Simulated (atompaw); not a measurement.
# What the settings do to the PAW (atompaw) potential of nickel

Base potential:

atompaw 4.2.0.5 input, output lines left out:

```
Ni 28
LDA-PW scalarrelativistic loggrid 1500 logderivrange -3 5 201
4 4 3 0 0 0
4 1 0
3 2 8
0 0 0
c
c
c
v
c
c
v
v
2
3.00 2.60 2.35 2.95
y
1.95
n
y
0.6
n
y
1.4
n
custom rrkj vanderbiltortho besselshape
bessel
3.00
1.80
3.00
3.00
1.25
1.25
```

All-electron outer shells of the reference configuration (LDA (PW92), scalar-relativistic, ld1.x):

| shell | level (eV) | outermost node (bohr) | outermost maximum (bohr) |
| --- | --- | --- | --- |
| 3s | -110.50 | 0.30 | 0.64 |
| 3p | -71.26 | 0.27 | 0.65 |
| 3d | -9.14 | – | 0.63 |
| 4s | -5.86 | 0.92 | 2.21 |
| 4p | -1.34 | 1.00 | 3.14 |

Cutoffs, loose and tight: the cutoffs (Ry, on a coarse ladder) from which the occupation-weighted sum of valence levels, in a spherical-Bessel basis at the reference potential, stays within 10 and 1 mRy of its value at 400 Ry. They see the waves, projectors and local potential, not the compensation charge or the core. A dash means not determined.

```tsv
change	outcome	cutoff, loose	cutoff, tight	bound ghosts
base	generated	70 Ry	120 Ry	none
all radii scaled by about 0.76 (s 2.28, p 2.28, d 0.94 bohr); local potential bessel scheme, radius 1.78 bohr; augmentation besselshape compensation charge, radius 1.98 bohr; PAW radius 2.28 bohr; waves and projectors: custom rrkj vanderbiltortho; core correction smooth core density matched at 2.24 bohr	failed: atompaw: The overlap operator has at least one negative eigenvalue!	–	–	–
all radii scaled by about 0.91 (s 2.74, p 2.74, d 1.14 bohr); local potential bessel scheme, radius 2.16 bohr; augmentation besselshape compensation charge, radius 2.38 bohr; PAW radius 2.74 bohr; waves and projectors: custom rrkj vanderbiltortho; core correction smooth core density matched at 2.70 bohr	generated	90 Ry	160 Ry	none
all radii scaled by about 1.22 (s 3.66, p 3.66, d 1.52 bohr); local potential bessel scheme, radius 2.86 bohr; augmentation besselshape compensation charge, radius 3.16 bohr; PAW radius 3.66 bohr; waves and projectors: custom rrkj vanderbiltortho; core correction smooth core density matched at 3.60 bohr	generated	45 Ry	80 Ry	none
all radii scaled by about 1.28 (s 3.84, p 3.84, d 1.60 bohr); local potential bessel scheme, radius 3.00 bohr; augmentation besselshape compensation charge, radius 3.32 bohr; PAW radius 3.84 bohr; waves and projectors: custom rrkj vanderbiltortho; core correction smooth core density matched at 3.78 bohr	generated	40 Ry	70 Ry	none
```

Q: What comes out with this change to the base: all radii scaled by about 0.83 (s 2.48, p 2.48, d 1.04 bohr); local potential bessel scheme, radius 1.94 bohr; augmentation besselshape compensation charge, radius 2.16 bohr; PAW radius 2.48 bohr; waves and projectors: custom rrkj vanderbiltortho; core correction smooth core density matched at 2.44 bohr?

A: outcome: generated; cutoff, loose: 120 Ry; cutoff, tight: 200 Ry; bound ghosts: none.

Q: What comes out with this change to the base: all radii scaled by about 1.05 (s 3.16, p 3.16, d 1.32 bohr); local potential bessel scheme, radius 2.48 bohr; augmentation besselshape compensation charge, radius 2.74 bohr; PAW radius 3.16 bohr; waves and projectors: custom rrkj vanderbiltortho; core correction smooth core density matched at 3.10 bohr?

A: outcome: generated; cutoff, loose: 70 Ry; cutoff, tight: 110 Ry; bound ghosts: none.

Q: What comes out with this change to the base: all radii scaled by about 1.12 (s 3.36, p 3.36, d 1.40 bohr); local potential bessel scheme, radius 2.64 bohr; augmentation besselshape compensation charge, radius 2.92 bohr; PAW radius 3.36 bohr; waves and projectors: custom rrkj vanderbiltortho; core correction smooth core density matched at 3.32 bohr?

A: outcome: generated; cutoff, loose: 55 Ry; cutoff, tight: 90 Ry; bound ghosts: none.

Reading the sweep of the scale of all radii (base = 1) (base included, trends over the rows without a ghost): The loose cutoff falls from 120 Ry at 0.83 to 40 Ry at 1.28. A larger radius leaves more room for a smooth pseudo-wave, so fewer plane waves are needed; a smaller one forces it to follow the all-electron wave where it bends sharply. The generation fails at 0.76.
